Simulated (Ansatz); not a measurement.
C2H5GeN, SMILES `C=[CH][Ge][NH2]` (excited triplet) (charge 0, multiplicity 3). This triplet is an excited state, 1.96 eV above the relaxed singlet at the level B3LYP/cc-pVTZ // PBE0-D3(BJ)/def2-TZVP (Ansatz, a program for electronic structure).

The numbers are results of frozen-core CCSD(T)/cc-pVDZ // PBE0-D3(BJ)/def2-TZVP (Ansatz), not measurements.

Ansatz 0.2 input:
```yaml
crystal:
  periodic: [false, false, false]
  atoms:
    - { symbol: C, position_ang: [-1.522951, -0.237873, 0.406171] }
    - { symbol: C, position_ang: [-0.992311, 0.801264, -0.249819] }
    - { symbol: Ge, position_ang: [0.875464, 0.952706, -0.674072] }
    - { symbol: N, position_ang: [1.879176, -0.486276, -0.081563] }
    - { symbol: H, position_ang: [-2.587072, -0.27453, 0.621352] }
    - { symbol: H, position_ang: [-0.920345, -1.073169, 0.744685] }
    - { symbol: H, position_ang: [-1.61411, 1.628102, -0.579849] }
    - { symbol: H, position_ang: [2.309876, -1.041319, -0.809355] }
    - { symbol: H, position_ang: [2.572273, -0.268904, 0.622451] }
basis:
  gaussian: { orbitals: cc-pVDZ }
correlation:
  method: ccsd_t
magnetization:
  spin_polarized: true
  initial_magnetization: 2
```

Output:

```
Functional definition: HF
945 factors; integrals over basis functions are off by at most 1.1e-3 eV
mean field evaluation 1: about -60087.2762 eV, gradient 2.7e1 eV
mean field evaluation 2: about -60087.3758 eV, gradient 2.7e1 eV
mean field evaluation 4: about -60092.1756 eV, gradient 3.7e0 eV
mean field evaluation 8: about -60092.6702 eV, gradient 6.1e-1 eV
mean field evaluation 16: about -60092.6950 eV, gradient 2.3e-6 eV
mean field evaluation 32: about -60090.5739 eV, gradient 8.1e0 eV
mean field evaluation 64: about -60090.0717 eV, gradient 7.7e-3 eV
mean field evaluation 96: about -60088.9902 eV, gradient 7.4e0 eV
mean field evaluation 128: about -60090.0663 eV, gradient 2.5e-1 eV
mean field evaluation 160: about -60087.9084 eV, gradient 3.2e-2 eV
mean field -60092.69495972 eV, -2208.3658074783 hartree, gradient 2.6e-6 eV, S^2 2.154038; 3 other end points of the search recorded, 0 dependent functions left out
determinant -60092.69495972 eV, -2208.3658074783 hartree, with singles and doubles -60107.92675506 eV, -2208.9255656322 hartree
determinant -60090.07169373 eV, -2208.2694042310 hartree, with singles and doubles -60104.83925245 eV, -2208.8121020043 hartree
12 core orbitals not correlated
reference -60092.69495972 eV, -2208.3658074783 hartree; 17, 15 occupied and 65, 67 virtual orbitals, 945 factors
second order -13.87725711 eV of doubles, -0.00000000 eV of singles
cycle   1  -15.23305408 eV  change   -1.3e-3 eV  update   2.8e-3
cycle   2  -15.23447803 eV  change   -1.4e-3 eV  update   2.0e-3
cycle   3  -15.23450664 eV  change   -2.9e-5 eV  update   1.1e-3
cycle   4  -15.23458270 eV  change   -7.6e-5 eV  update   5.0e-4
cycle   5  -15.23582227 eV  change   -1.2e-3 eV  update   1.8e-4
cycle   6  -15.23620557 eV  change   -3.8e-4 eV  update   6.8e-5
cycle   7  -15.23614705 eV  change    5.9e-5 eV  update   3.0e-5
cycle   8  -15.23610457 eV  change    4.2e-5 eV  update   1.5e-5
cycle   9  -15.23610072 eV  change    3.8e-6 eV  update   7.0e-6
perturbative correction -0.54107062 eV, -0.0198839784 hartree
Total energy: -60108.47213106 eV, -2208.9456078308 hartree
```
